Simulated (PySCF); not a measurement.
# Radial density of Hg⁺ (mercury, charge +1)

UHF, [Xe] 4f14 5d10 6p1, 2P determinant (an excited configuration). All numbers are calculated (PySCF 2.14, the spin-free X2C one-electron Hamiltonian (Gaussian nucleus), in x2c-TZVPPall).

```
r (bohr)  4πr²ρ (e/bohr)  4πr²(ρα − ρβ)
  0.0131           111.0         0.0013
  0.0220           97.84         0.0035
  0.0370           132.3         0.0046
  0.0622           141.9        -0.0030
   0.105           121.2        -0.0013
   0.176           123.2         0.0030
   0.296           81.62         0.0053
   0.498           65.88        -0.0011
   0.837           23.89         0.0172
    1.41           11.31        -0.0268
    2.37           1.829         0.3081
    3.98          0.3071         0.2558
    6.70         0.03016         0.0301
    11.3       5.867e-05         0.0001
```

Densities and radii are taken from the X2C orbitals without a picture-change correction, which distorts them close to the nucleus.

Spin-orbit coupling, absent here, splits the open shell strongly.

**Question.** Where is the radial spin density 4πr²(ρα − ρβ) most negative, and why is it negative at all?

**Answer.** Around r = 1.41 bohr, down to -0.0268 e/bohr: exchange with the open shell polarises the paired shells in an unrestricted calculation.
